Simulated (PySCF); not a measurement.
Predicted microwave data (PBE0-D3(BJ)/def2-SVP geometry optimisation, gas phase (PySCF)) for one isomer of C3H10OSi:

| Quantity | Value |
| --- | --- |
| Rotational constants | A = 9523, B = 1839, C = 1657 MHz |
| Dipole components | \|μa\| = 0.51 D, \|μb\| = 1.71 D, \|μc\| = 1.20 D |
| Inertial defect | -22.93 u·Å² |
| κ | -0.95 |

**Question.** Which candidate fits, each taken in the one conformer that was computed?
A. `CC(C)O[SiH3]` (SiH3(OiPr))
B. `[CH3:1][CH2:2][O:3][SiH2:4][CH3:5]` with C1–C2–O3–Si4 180°, C2–O3–Si4–C5 180°
C. `[CH3:1][SiH2:2][CH2:3][CH2:4][OH:5]` with C1–Si2–C3–C4 -166°, Si2–C3–C4–O5 -46°, C3–C4–O5–H -60°
D. SiH2Me(OEt), `CCO[SiH2]C`
E. `[CH3:1][CH:2]([CH3:3])[O:4][SiH3:5]` with C1–C2–O4–Si5 76°

**Answer.** C. It is C[SiH2]CCO, a near-prolate asymmetric top, point group C1. The candidates at the same level (rigid rotor, commonest isotopes):

| SMILES | A (MHz) | B (MHz) | C (MHz) | μa (D) | μb (D) | μc (D) | Δ (u·Å²) | point group | rotor |
| --- | --- | --- | --- | --- | --- | --- | --- | --- | --- |
| [H][Si]([H])([H])OC(C)C | 7395 | 2276 | 1885 | 0.70 | 0.65 | 0.65 | -22.25 | C1 | asymmetric top |
| C[SiH2]CCO | 9523 | 1839 | 1657 | 0.51 | 1.71 | 1.20 | -22.93 | C1 | near-prolate asymmetric top |
| CCO[SiH2]C | 11465 | 1716 | 1564 | 0.08 | 0.22 | 0.00 | -15.49 | Cs | near-prolate asymmetric top |
| CC(C)O[SiH3] | 7369 | 2267 | 1880 | 0.69 | 0.60 | 0.68 | -22.68 | C1 | asymmetric top |
| [H][Si]([H])(C)OCC | 11547 | 1713 | 1564 | 0.07 | 0.23 | 0.02 | -15.52 | near Cs | near-prolate asymmetric top |

`[H][Si]([H])(C)OCC` has A 21 % too high; `CC(C)O[SiH3]` has B 23 % too high; `CCO[SiH2]C` has A 20 % too high; `[H][Si]([H])([H])OC(C)C` has B 24 % too high. No structure here is proved a minimum.
